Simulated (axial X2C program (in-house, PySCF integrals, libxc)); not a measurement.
AuCl: cheaper levels and CCSD(T), 2c

All values were computed with an axial X2C code built on PySCF integrals. Two-component (2c) means X2C with spin–orbit coupling and atomic mean-field two-electron Coulomb and Gaunt terms. Basis: Au dyall-cv3z [13s14p9d6f4g], Cl dyall-av3z [9s8p3d2f] (cores contracted in-house); Gaussian nuclei, density fitting, unrestricted open shells. Masses: Au 196.967 u, Cl 34.969 u.

State: Ω = 0 (closed shell); fragments Au + Cl.

```json
{"level": "PBE0", "Re (Å)": "2.214", "ωe (cm⁻¹)": "374.3", "De (eV)": "2.93"}
{"level": "HF", "Re (Å)": "2.295", "ωe (cm⁻¹)": "337.9", "De (eV)": "1.83"}
{"level": "MP2", "Re (Å)": "2.189", "ωe (cm⁻¹)": "395.3", "De (eV)": "2.92"}
{"level": "CCSD", "Re (Å)": "2.229", "ωe (cm⁻¹)": "371.0", "De (eV)": "2.71"}
{"level": "M06", "Re (Å)": "2.253", "ωe (cm⁻¹)": "358.5", "De (eV)": "2.91"}
{"level": "B3LYP", "Re (Å)": "2.241", "ωe (cm⁻¹)": "357.4", "De (eV)": "2.75"}
{"level": "B97-3", "Re (Å)": "2.241", "ωe (cm⁻¹)": "357.4", "De (eV)": "2.83"}
```

Correlated methods: 18 electrons correlated (number of frozen shells: Au 5 s, 4 p, 2 d, 1 f; Cl 2 s, 1 p), 286 virtual spin orbitals or spinors in MP2, 140 natural virtuals in coupled cluster.

CCSD(T), same Hamiltonian and basis:

Re = 2.225 Å, ωe = 371.8 cm⁻¹, De = 2.80 eV; T1 = 0.023 (Lee–Taylor normalisation).

(1) Give the differences from CCSD(T) in the columns below.

Occupations by symmetry block were frozen at the best pattern of an incomplete PBE0 search. Closed shells are restricted here (equal orbitals for both partners); the stretched side of such a curve lies too high. Dissociation energies refer to the lowest single-determinant-based atoms at the same level and basis. CCSD and (T) use frozen natural virtuals with an MP2 correction for the truncation; (T) itself is uncorrected, so its De runs slightly low. In 2c an atomic determinant is not the ground J level, so De misses part of the atomic spin–orbit lowering. This holds for PBE0, B3LYP. Without a current term, density functionals place determinants with orbital angular momentum somewhat too high.

Answers

(1) 

```tsv
level	ΔRe (Å)	Δωe (cm⁻¹)	ΔDe (eV)
PBE0	-0.011	2	0.13
HF	0.070	-34	-0.97
MP2	-0.036	24	0.12
CCSD	0.004	-1	-0.09
M06	0.028	-13	0.11
B3LYP	0.016	-14	-0.05
B97-3	0.016	-14	0.03
```
